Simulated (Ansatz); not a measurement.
Computed with Ansatz on PBE0-D4/def2-TZVP structures; ΔE is electronic, products minus reactants. CBS: MP2 limit from def2 TZ/QZ plus the TZ coupled-cluster correction, frozen cores. This one scheme is used for every species. Double bonds are as drawn, so ΔE can hold a change between cis and trans. Functionals use def2-TZVPP. B3LYP here is the variant with VWN-RPA as its local correlation; programs differ in this. HSE06 is defined as in plane-wave codes. Each species was taken in one conformer, which may not be the lowest.

`O/C=C/[SiH3]` + H₂S → `[SiH3]/C=C\S` + H₂O  (substitution at a C–O bond)

```
         level  ΔE (kJ/mol)  difference from CCSD(T)/CBS
     r2SCAN-D4         -3.5                          8.9
        B97M-V         -0.2                         12.2
      B3LYP-D4         -5.0                          7.4
      HSE06-D4         -5.8                          6.6
      PBE-QIDH         -5.3                          7.1
        revPBE         -1.4                         11.0
          BLYP          3.1                         15.5
 HF/def2-TZVPP         16.3                         28.7
MP2/def2-QZVPP        -17.7                         -5.3
CCSD/CBS(def2)         -8.8                          3.6
   CCSD(T)/CBS        -12.4                            0
```

Largest T1 diagnostic among the species: 0.013.

The D4 term adds −8.6 kJ/mol with B3LYP and −4.5 kJ/mol with PBE0; it sums over pairs of atoms, weighted by their polarisabilities, and B3LYP, whose exchange is more repulsive, gets the larger term. In def2-TZVPP, CCSD(T) changes the Hartree–Fock value by −22.1 kJ/mol (the triples alone add −3.6 kJ/mol) and MP2 by −30.1 kJ/mol. From BLYP to BHLYP (50 % exact exchange), in def2-TZVPP and without D4, ΔE moves by +3.3 kJ/mol.
